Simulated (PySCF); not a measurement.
Computed shifts of a molecule C2H6F2OSi, PySCF with PBE/pcSseg-1, GIAO, gas phase, atoms alike by connectivity averaged where their shifts nearly agree, in ppm (number of nuclei): ¹³C: 141.0 (1), 50.8 (1). ¹⁹F: -107.9 (2). ²⁹Si: -71.4 (1). ¹H: 4.22 (3), 3.98 (3). References: ¹³C against TMS (σ = 182.0 ppm); ¹⁷O against H2O (σ = 334.3 ppm); ¹⁹F against CFCl3 (σ = 133.6 ppm); ²⁹Si against TMS (σ = 335.4 ppm); ¹H against TMS (σ = 31.49 ppm), references at their B3LYP-D3(BJ)/def2-TZVP geometries, non-relativistic. Geometry optimised at B3LYP-D3(BJ)/def2-SVP. The values are those of a single conformer.

Problem. Identify the compound among the candidates.
A. COC(F)(F)[SiH3]
B. O[SiH2]CC(F)F
C. COC[SiH](F)F
D. O[SiH](CF)CF

Solution. A, COC(F)(F)[SiH3]
